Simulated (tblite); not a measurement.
Species: C6H13OP.
Z-matrix (Å and degrees, GFN2-xTB geometry), rows numbered from 1:
```
C 
P   1  1.8516
C   2  1.8771  1   97.12
O   3  1.4050  2  111.70  1   171.60
C   2  1.8602  1   98.39  3    98.78
C   5  1.5406  2  116.12  1  -179.25
C   6  1.5346  5   89.39  2  -130.82
C   7  1.5351  6   89.55  5    12.11
H   1  1.0891  2  111.35  3   -50.14
H   1  1.0879  2  108.83  3  -170.91
H   1  1.0885  2  109.12  3    70.84
H   3  1.1017  2  108.55  1   -65.48
H   3  1.0944  2  110.61  1    53.39
H   4  0.9640  3  108.61  2    57.64
H   5  1.0942  2  109.62  1   -50.65
H   6  1.0894  5  112.45  2   -16.46
H   6  1.0876  5  115.94  2   109.44
H   7  1.0881  6  115.97  5   131.02
H   7  1.0885  6  112.80  5  -102.51
H   8  1.0900  5  112.47  2    16.62
H   8  1.0889  5  116.12  2  -109.78
```

Computed with GFN2-xTB (tblite): harmonic, unscaled wavenumbers at the GFN2-xTB geometry, gas phase. This tight-binding method is rough: wavenumbers can miss measured ones by several per cent, in bad cases by 10 to 20. One conformer, not necessarily the lowest.

Harmonic wavenumbers (cm⁻¹): 39.4, 64.2, 82.0, 143.5, 154.9, 170.5, 227.8, 274.0, 311.2, 347.6, 376.9, 586.8, 685.1, 733.5, 755.6, 807.2, 829.3, 839.9, 878.3, 888.9, 983.0, 997.3, 1034.8, 1049.8, 1063.2, 1068.3, 1105.7, 1113.5, 1182.4, 1187.0, 1209.7, 1224.1, 1249.4, 1254.5, 1260.5, 1268.8, 1310.7, 1320.2, 1438.1, 1444.7, 1455.3, 1472.5, 1472.6, 1493.2, 2837.0, 2909.7, 2933.6, 2982.4, 2989.6, 2990.4, 2998.3, 3008.8, 3012.5, 3012.7, 3017.8, 3022.2, 3536.2.

A = 2339, B = 1284, C = 906.7 MHz; mass 132.070 u (most abundant isotopes); point group C1, symmetry number 1.

Question: What is the zero-point energy?

Answer: Half the sum of the wavenumbers: 39054 cm⁻¹ = 467.19 kJ/mol.

Question: Give the ideal-gas entropy at 298.15 K and 1 bar in the rigid-rotor, harmonic-oscillator model (classical rotation).

Answer: Translation 169.76, rotation 122.00, vibration 131.90: S = 423.7 J/(mol K).

Question: And Cp and H(298.15 K) − H(0)?

Answer: Cp = 163.22 J/(mol K), of which vibrations give 129.96 (their classical limit is 57 R = 473.9); H(298.15 K) − H(0) = 29.96 kJ/mol without the zero-point energy, 20.04 from vibrations.

Question: How do the functions run with temperature in this model?

Answer: 
| T (K) | S (J/(mol K)) | Cp (J/(mol K)) | H − H(0) (kJ/mol) | G − H(0) (kJ/mol) | ln q(vib) |
| --- | --- | --- | --- | --- | --- |
| 150 | 335.8 | 102.8 | 10.50 | -39.87 | 3.62 |
| 250 | 396.9 | 141.4 | 22.63 | -76.60 | 6.47 |
| 400 | 478.2 | 210.0 | 48.99 | -142.30 | 10.52 |
| 600 | 578.3 | 284.2 | 98.87 | -248.13 | 15.85 |
| 900 | 708.3 | 355.6 | 195.73 | -441.71 | 23.52 |

q(vib) and H(0) count from the zero-point level.

Question: Which modes carry the vibrational entropy at 298.15 K?

Answer: 39.4 cm⁻¹: 22.13; 64.2 cm⁻¹: 18.09; 82.0 cm⁻¹: 16.08; 143.5 cm⁻¹: 11.53; 154.9 cm⁻¹: 10.93; 170.5 cm⁻¹: 10.17 J/(mol K); the other 51 give 42.97 together.

Question: What must be added to the electronic energy to get the Gibbs energy at 298.15 K and 1 bar?

Answer: ZPE + [H(298.15 K) − H(0)] − T·S = 467.19 + 29.96 − 126.31 = 370.84 kJ/mol.

Hindered rotation and anharmonicity are outside this model. Other conformers, if any are populated, would add a mixing term that is left out. The structure is chiral; the term R ln 2 for an equal mix with its mirror image is left out.
